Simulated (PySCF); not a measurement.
C₂H₈FNSi, SMILES C[C@@H](N)[SiH2]F. Geometry: PBE-D3(BJ)/def2-SVP. The structure was generated by enumeration; whether it is a known compound was not checked. Other conformers were not sampled.

The numbers are results of PBE-D3(BJ)/def2-SVP (PySCF), not measurements.

Harmonic wavenumbers (cm⁻¹): 85, 128, 222, 263, 264, 332, 411, 571, 669, 713, 808, 820, 889, 907, 919, 977, 1016, 1107, 1173, 1284, 1296, 1341, 1408, 1429, 1577, 2164, 2187, 2832, 2955, 3033, 3061, 3387, 3478. Rotational constants (GHz): 6.389, 2.590, 2.000; symmetry number 1.

### Question
Work out the zero-point energy and the ideal-gas rigid-rotor harmonic-oscillator thermochemistry at 298.15 K and 1 atm.

### Answer
ZPE = ½ Σ hcν = ½ × 43707 cm⁻¹ = 62.48 kcal/mol. H − E(el) = 67.66 kcal/mol. Entropy in cal/(mol K): translation 39.51, rotation 26.68, vibration 16.50, total 82.69. G − E(el) = 43.01 kcal/mol. Cp = 27.67 cal/(mol K). Modes under 150 cm⁻¹ make the vibrational entropy uncertain.
